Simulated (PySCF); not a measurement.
# Tm⁺: excitation energy

Tm⁺ [Xe] 4f13 6s1 (3F) → Tm⁺ [Xe] 4f12 5d1 6s1 (high-spin determinant), as a difference of total energies. Calculation: PySCF 2.14, in cc-pVDZ-X2C; the spin-free X2C one-electron Hamiltonian (Gaussian nucleus). Correlated levels: valence: [Kr] 4d10 frozen. The calculations carry no spin-orbit coupling.

```
           method  excitation energy (cm⁻¹)
              UHF                   -6316.2
    MP2 (valence)                     28219
SCS-MP2 (valence)                     24197
   CCSD (valence)                     16022
CCSD(T) (valence)                     17910
```

A first-order spin-orbit estimate (lowest level to lowest level, LS coupling) adds -0.238 eV.

The determinant of the upper state mixes LS terms, which raises its energy above the lowest term, most at the Hartree-Fock and MP2 levels.
